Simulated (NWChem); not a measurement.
System: BSi$_{2}$H$_{7}$O; SMILES OB([SiH3])[SiH3]

Here is an NWChem input.

```
start job
memory heap 200 mb stack 900 mb global 1100 mb
geometry units angstroms noautosym nocenter noautoz
  B     -0.514955    -0.024543     0.000854
  O     -1.875352    -0.100324     0.000360
  H     -2.310279     0.775254    -0.003944
  Si     0.480144     1.765081    -0.000630
  H      1.392974     1.878219    -1.195781
  H      1.338481     1.904260     1.231838
  H     -0.474962     2.939985    -0.033565
  Si     0.525559    -1.780575     0.001905
  H      1.466281    -1.818153     1.182557
  H      1.389836    -1.857548    -1.234279
  H     -0.343952    -3.011017     0.048560
end
basis spherical
  B library 6-311g**
  O library 6-311g**
  H library 6-311g**
  Si library 6-311g**
end
dft
  xc b3lyp
  iterations 150
end
tddft
  cis
  ecut -17.5
  nroots 6
  notriplet
end
task tddft energy
```

Geometry: optimised at PBE-D3(BJ)/def2-SVP.

Core excitations by TDA in a window of 1s orbitals, non-relativistic and unshifted: absolute energies depend strongly on the exact-exchange share.

Task: Give the results of this calculation. (B3LYP/6-311G** (spherical d), restricted-window TDA.) Quantities: first 1s excitation (eV); dipole oscillator strength of the first; first state with f > 0.002 (eV); dipole oscillator strength of that state.

Result: The first 1s excitation (eV) comes out as 518.0, the dipole oscillator strength of the first is 0.0187 and the first state with f > 0.002 (eV) comes out as 518.0. The dipole oscillator strength of that state comes out as 0.0187.
